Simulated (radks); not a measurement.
The numbers below are computed, except where a source is named.
Problem. The table gives one normalised radial function P(r) = r R(r) (large component) of Ce7+ in [Kr] 4d10 5s2 5p3 (r in bohr). Level of theory: Dirac Kohn-Sham, BLYP, spin-unpolarised, spherical densities, point nucleus; open shells fill j = l - 1/2 first (a radial shooting solver on a logarithmic mesh with Libxc functionals).

r,P
0.003389,0.1003
0.005138,0.1298
0.007726,0.1563
0.01171,0.1668
0.01761,0.1381
0.0267,0.0430
0.04015,-0.1145
0.06038,-0.2552
0.09153,-0.1997
0.1376,0.1359
0.2086,0.3932
0.3138,0.0059
0.4756,-0.5681
0.7153,-0.1035
1.076,0.8732
1.63,0.8674
2.452,0.2598
3.717,0.0187

Which n and l does it have? It may be an empty orbital.

Solution. n = 5, l = 0: the number of nodes gives n - l - 1 = 4, the rise at small r points to l (this Dirac orbital starts as r^gamma with gamma = sqrt((l + 1)^2 - (Z/c)^2) = 0.91; the j = 1/2 orbital of l + 1 starts with the same power, but with a smaller coefficient, and then steepens), and the extent must fit the shell. The curve is that of 5s1/2. 5s1/2: eigenvalue -121.35 eV, 4 radial nodes at r = 0.0302, 0.120, 0.315, 0.745 bohr, <r> = 1.39 bohr, 90 % of the charge inside 1.97 bohr.
